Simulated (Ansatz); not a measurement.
Wavefunction ladder for BFGaH6NSi (`N[SiH]([GaH2])BF`)

```
atom   x (Å)   y (Å)   z (Å)
  N1  -1.430   1.040  -0.477
 Si2  -0.066   0.382   0.352
 Ga3  -0.276  -2.015   0.539
  B4   1.684   0.799  -0.560
  F5   1.734   1.354  -1.762
  H6  -2.359   0.710  -0.277
  H7  -1.440   2.007  -0.759
  H8   0.129   0.842   1.775
  H9  -1.652  -2.724   0.236
 H10   0.933  -2.916   0.988
 H11   2.743   0.522  -0.056
```

Total charge 0; spin multiplicity 1. Correlated methods include outer-core shells of Ga, which these sets cover unevenly. Scalar relativity is left out up to krypton. The structure was optimised at the PBE0-D4/def2-TZVP level. It is one conformer, not always the lowest. Frozen core, restricted reference, the Gaussian-basis code of Ansatz.

| basis | HF (Eh) | MP2 corr. | CCSD corr. | (T) | CCSD(T) total |
| --- | --- | --- | --- | --- | --- |
| def2-SVP | -2393.80755 | -0.74546 | ? | -0.02102 | ? |
| def2-TZVPP | ? | -0.91049 | ? | -0.03442 | ? |
| def2-QZVPP | -2394.44294 | ? | – | – | – |

Problem. Fill in the withheld values. (An estimate is asked.)

Solution. Ansatz gave: def2-SVP CCSD corr.: -0.78633; def2-SVP CCSD(T) total: -2394.61490; def2-TZVPP HF (Eh): -2394.38498; def2-TZVPP CCSD corr.: -0.94942; def2-TZVPP CCSD(T) total: -2395.36882; def2-QZVPP MP2 corr.: -1.21333.
